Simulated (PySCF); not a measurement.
Gas-phase reaction: Ge3H8 + C3H4 (allene) + 3 C3H8 ⇌ 3 Ge(CH3)4. Level: ωB97M-V/def2-TZVP†; standard pressure 1 bar.

Energies from PySCF, thermal terms from the rigid-rotor harmonic-oscillator model, ideal gas at 1 bar. † marks an energy on the PBE0/def2-TZVP geometry and frequencies. All species are closed-shell singlets. Ge: all electrons, no relativistic terms. The harmonic model lacks anharmonicity and excited electronic states, which grow with temperature; levels with a mode under 35 cm⁻¹ are left out. Internal rotation in Ge3H8, C3H8, Ge(CH3)4 is treated as a harmonic vibration of one conformer, which makes the entropy rough.

```csv
T (K),1000/T (1/K),log10 K
800,1.2500,12.57
1000,1.0000,7.46
1200,0.8333,?
1400,0.7143,1.74
1600,0.6250,-0.01
1800,0.5556,-1.36
```

Task: Fit log10 K = a + b·(1000/T) to the five rows, get the mean ΔH° and ΔS°, and predict log10 K at 1200 K.

Result: Means: 1000/T = 0.8290, log10 K = 4.080. Sums of products about the means: Sxy = 6.74232, Sxx = 0.336002, so b = Sxy/Sxx = 20.07 and a = 4.080 − (20.07)×0.8290 = -12.56.
ΔH° = −R ln 10 × 1000 K × b = −19.145 × (20.07) = -384 kJ; ΔS° = R ln 10 × a = -240 J/K. The run's own values go from -394 kJ and -252 J/K at 800 K to -369 kJ and -231 J/K at 1800 K.
Prediction at 1200 K: -12.56 + (20.07)×0.8333 = 4.16. The computed value is 4.11, 0.05 from the line.
For scale, ΔH°(298 K) is -418 kJ at this level, -421 kJ at ωB97X-V/def2-TZVP†, and runs from -500 to -280 kJ over the 17 levels computed.
